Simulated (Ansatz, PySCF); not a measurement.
Compounds of Si with 4 ligands, in which CH3 is traded for H. Quantity: H-Si bond dissociation enthalpy, 298 K, in kcal/mol. Each molecule is optimised on its own at B3LYP-D3(BJ)/def2-TZVP (Ansatz, a program for electronic structure). Frequencies are from Ansatz or PySCF. Valence correlation only, unless marked. Open shells are spin-unrestricted. Spin-orbit coupling is left out. No relativistic terms. Basis-set limits of correlation are two-point, X^-3; Hartree-Fock from the larger set. [CCSD(T)-MP2]/basis is that difference in the basis named. Rows marked 298 K are enthalpies with B3LYP-D3(BJ) harmonic zero-point and thermal terms. The first level has limits of its own.

| n(H) | species (SMILES) | RI-MP2/CBS(cc-pV(T+d)Z,cc-pV(Q+d)Z)+[CCSD(T)-MP2]/cc-pV(T+d)Z (Ansatz) | PBE/def2-TZVPD (Ansatz) | B3LYP-D3(BJ)/def2-TZVPD (Ansatz + dftd3) |
|---|---|---|---|---|
| 1 | C[SiH](C)C, to C[Si](C)C + H atom | 95.2 | 87.6 | 92.4 |
| 2 | C[SiH2]C, to C[SiH]C + H atom | ? | ? | ? |
| 3 | C[SiH3], to C[SiH2] + H atom | 93.4 | 86.6 | 91.3 |
| 4 | [SiH4] (SiH4), to [SiH3] (SiH3) + H atom | 92.5 | 86.2 | 90.8 |

Task: Fit a straight line through the known rows at each level by least squares, predict the withheld row (n(H) = 2), and compare with the run.

Result: 
- The known rows have mean n(H) = 2.66667 and Σ(n(H) - mean)² = 4.6667.
- RI-MP2/CBS(cc-pV(T+d)Z,cc-pV(Q+d)Z)+[CCSD(T)-MP2]/cc-pV(T+d)Z: mean 93.700, Σ(n(H) - mean)(y - mean) = -4.200, slope -0.900 kcal/mol a step; the line gives 93.700 + (-0.900)×(2 - 2.66667) = 94.3; the run gives 94.4, +0.1 from the line, whose largest residual on the known rows is 0.0.
- PBE/def2-TZVPD: mean 86.800, Σ(n(H) - mean)(y - mean) = -2.200, slope -0.471 kcal/mol a step; the line gives 86.800 + (-0.471)×(2 - 2.66667) = 87.1; the run gives 87.1, +0.0 from the line, whose largest residual on the known rows is 0.0.
- B3LYP-D3(BJ)/def2-TZVPD: mean 91.500, Σ(n(H) - mean)(y - mean) = -2.500, slope -0.536 kcal/mol a step; the line gives 91.500 + (-0.536)×(2 - 2.66667) = 91.9; the run gives 91.8, -0.1 from the line, whose largest residual on the known rows is 0.0.
- PBE minus the first level along the series: -7.6, -7.3, -6.8, -6.3 kcal/mol.
